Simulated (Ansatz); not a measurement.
Relaxation of CH₄F₂OSi (9 atoms, charge 0, multiplicity 1), to a largest force component of 0.03 eV/Å in at most 50 steps.

These are results of Ansatz, RKS PBE0-D4/def2-SVP, not measurements.

```xyz
9
Properties=species:S:1:pos:R:3:forces:R:3
Si -0.535 0.082 0.680 0.29 -0.05 -0.26
C 0.968 -0.114 -0.392 0.29 -0.02 0.47
O -1.746 0.164 -0.427 0.01 0.00 -0.01
H -1.254 0.080 -1.255 -0.64 0.06 -0.22
F -0.504 1.396 1.605 0.01 -0.02 -0.01
F -0.762 -1.142 1.698 0.01 0.02 -0.01
H 1.916 -0.199 0.160 0.02 0.00 0.01
H 1.055 0.756 -1.063 0.00 -0.01 0.00
H 0.863 -1.023 -1.006 0.01 0.02 0.01
```

Task: Where does it end, and by what steps?

Result: The forces met the threshold. The force dipped under the threshold on the way, but the program's further checks kept it going. After 26 steps the energy has fallen by 0.297 eV; H4 moved furthest, 1.46 Å.

| step | energy less start (eV) | largest force component (eV/Å) | accepted |
| --- | --- | --- | --- |
| 0 | 0.0000 | 0.637 | yes |
| 1 | -0.1051 | 0.661 | yes |
| 2 | -0.1557 | 0.661 | yes |
| 3 | -0.1237 | 2.781 | no |
| 4 | -0.1847 | 0.083 | yes |
| 5 | -0.1866 | 0.125 | yes |
| 6 | -0.1923 | 0.081 | yes |
| 7 | -0.1932 | 0.167 | yes |
| 8 | -0.1953 | 0.362 | yes |
| 9 | -0.1958 | 0.493 | yes |
| 10 | -0.0900 | 2.205 | no |
| 11 | -0.2039 | 0.090 | yes |
| 12 | -0.2076 | 0.072 | yes |
| 13 | -0.2116 | 0.056 | yes |
| 14 | -0.1489 | 1.941 | no |
| 15 | -0.2145 | 0.101 | yes |
| 16 | -0.2189 | 0.166 | yes |
| 17 | -0.2297 | 0.223 | yes |
| 18 | -0.2347 | 0.206 | yes |
| 19 | -0.2638 | 0.185 | yes |
| 20 | -0.2887 | 0.179 | yes |
| 21 | -0.2780 | 0.644 | no |
| 22 | -0.2916 | 0.095 | yes |
| 23 | -0.2966 | 0.022 | yes |
| 24 | -0.2830 | 1.069 | no |
| 25 | -0.2968 | 0.072 | yes |
| 26 | -0.2970 | 0.004 | yes |

```xyz
9
Properties=species:S:1:pos:R:3
Si -0.460 0.027 0.396
C 1.218 -0.086 -0.336
O -1.589 0.146 -0.785
H -2.515 0.205 -0.531
F -0.581 1.290 1.396
F -0.783 -1.251 1.330
H 1.978 -0.172 0.454
H 1.438 0.809 -0.936
H 1.295 -0.968 -0.990
```

Whether the end is a true minimum wasn't checked by a vibrational analysis.

Time of the run: 49 s on 2 threads of Arm Neoverse V2 (shared host), peak memory 0.19 GiB.
